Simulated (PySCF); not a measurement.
**Polarisability and C₆ of C (carbon, neutral)**

[He] 2s2 2p2, high-spin 3P determinant. Computed with PySCF 2.14 in aug-cc-pVTZ-DK, with the spin-free X2C one-electron Hamiltonian (Gaussian nucleus). Coupled (time-dependent) response in atomic units; α is the mean over directions.

```json
{"method": "UHF", "mean α (bohr³)": "11.91", "α xx, yy, zz": "10.85, 12.44, 12.44", "C₆ (like pair)": "46.28", "S(−4)": "92.69"}
{"method": "PBE", "mean α (bohr³)": "13.23", "α xx, yy, zz": "11.22, 14.24, 14.24", "C₆ (like pair)": "54.06", "S(−4)": "105.2"}
{"method": "PBE0", "mean α (bohr³)": "12.54", "α xx, yy, zz": "10.87, 13.38, 13.38", "C₆ (like pair)": "50.45", "S(−4)": "90.81"}
{"method": "LC-wPBE", "mean α (bohr³)": "12.20", "α xx, yy, zz": "10.78, 12.90, 12.90", "C₆ (like pair)": "48.78", "S(−4)": "83.20"}
{"method": "MN15", "mean α (bohr³)": "12.63", "α xx, yy, zz": "10.90, 13.50, 13.50", "C₆ (like pair)": "50.22", "S(−4)": "93.06"}
```

S(−4) is the Cauchy moment in α(ω) = α(0) + S(−4) ω² + …

Reference α: 11.3 ± 0.4 bohr³ (recommended; Schwerdtfeger and Nagle, table of static dipole polarizabilities (2023 update)). Published C₆: 46.60 (Chu and Dalgarno (2004); Tang, Norbeck and Certain (1976)).

α(iu) at UHF:

| u (hartree) | α(iu) (bohr³) |
| --- | --- |
| 0 | 11.91 |
| 0.0500 | 11.69 |
| 0.100 | 11.10 |
| 0.200 | 9.439 |
| 0.300 | 7.754 |
| 0.500 | 5.188 |
| 0.750 | 3.311 |
| 1.00 | 2.263 |
| 1.50 | 1.235 |
| 2.00 | 0.7732 |
| 3.00 | 0.3847 |
| 5.00 | 0.1533 |

The components differ because the open shell of this determinant is not spherical; for a pure term their mean is the scalar polarisability.
